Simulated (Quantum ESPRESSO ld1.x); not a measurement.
The numbers below are computed, except where a source is named.
Q: The mean radii <r> (bohr) of the occupied orbitals of an atom or ion are listed with their occupations. Level of theory: scalar-relativistic Kohn-Sham, PBE, spin-unpolarised, spherical densities, point nucleus (ld1.x of Quantum ESPRESSO 7.5).

orbital  occ.      <r>
1s          2  0.02074
2s          2  0.08809
2p          6  0.07807
3s          2   0.2299
3p          6   0.2289
3d         10   0.2079
4s          2   0.5176
4p          6   0.5482
4d         10   0.5916
5s          2    1.209
5p          5    1.372
4f          9   0.7335

Name the element and its charge.

A: Z = 67, holmium, charge +5: Ho5+ in [Kr] 4d10 4f9 5s2 5p5. The 1s radius gives Z: for a bare nucleus <r> = (2 gamma + 1)/(2Z) with gamma = sqrt(1 - (Z/c)^2), 0.02048 bohr for Z = 67, and screening makes it slightly larger (0.02074 here). The occupations add up to 62, and the charge is Z minus that.
